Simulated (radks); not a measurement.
The numbers below are computed, except where a source is named.
Problem. Species: the germanium ion Ge27+. Configuration: [He] 2s2 2p1. Code: a radial shooting solver on a logarithmic mesh with Libxc functionals. Model: non-relativistic Kohn-Sham, LB94 model potential, spin-polarised, spherical densities, point nucleus; open shells are filled with parallel spins first. Some entries of the table are withheld. Estimate them.

orbital  occ.  eigenvalue (eV)  <r^2> (bohr^2)  <r> (bohr)
1s down     1        -12782.06        0.003020     0.04755
1s up       1        -12777.47        0.003023     0.04756
2s up       1        -2900.242             (1)         (2)
2s down     1        -2881.999             (3)         (4)
2p up       1        -2823.810         0.03420      0.1684
2p down     0        -2807.105         0.03427      0.1685
3s up       0        -1248.037             (5)      0.4578
3s down     0        -1243.037             (6)      0.4591
3p up       0        -1225.202          0.2138      0.4307
3p down     0        -1220.838          0.2148      0.4317

Solution. 
(1) 2s up <r^2> (bohr^2): 0.04613
(2) 2s up <r> (bohr): 0.1987
(3) 2s down <r^2> (bohr^2): 0.04636
(4) 2s down <r> (bohr): 0.1992
(5) 3s up <r^2> (bohr^2): 0.2381
(6) 3s down <r^2> (bohr^2): 0.2395
